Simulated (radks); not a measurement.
The numbers below are computed, except where a source is named.
Initial-state core-level shifts of neutral tin when its valence configuration changes from [Kr] 4d10 5s2 5p2. Level of theory: Dirac Kohn-Sham, PBE, spin-unpolarised, spherical densities, finite nucleus; open shells fill j = l - 1/2 first; Fermi nuclear charge, rms radius 4.6519 fm (a radial shooting solver on a logarithmic mesh with Libxc functionals). Shifts are changes of the shell-averaged eigenvalues in eV (positive: less bound); the change of the density at the nucleus, which sets a Mossbauer isomer shift, is in e/bohr^3, on a base of 1.911e+05.

valence,1s,2p,3d,4p,density at nucleus
4d9 5s2 5p3,-7.714,-8.112,-7.937,-6.659,+19.49
4d9 5s1 5p4,-9.246,-9.602,-9.444,-8.150,-22.83
4d8 5s1 5p5,-17.086,-17.909,-17.512,-14.657,-8.18
4d9 5p5,-10.702,-11.017,-10.877,-9.565,-67.99
4d10 5s1 5p3,-1.663,-1.616,-1.632,-1.637,-36.35
4d8 5s2 5p4,-15.647,-16.506,-16.093,-13.271,+39.93
4d9.5 5s2 5p2.5,-3.832,-4.022,-3.943,-3.338,+9.63
4d9 5s1.5 5p3.5,-8.490,-8.867,-8.701,-7.415,-1.30
4d7 5s2 5p5,-23.821,-25.201,-24.482,-19.856,+61.32
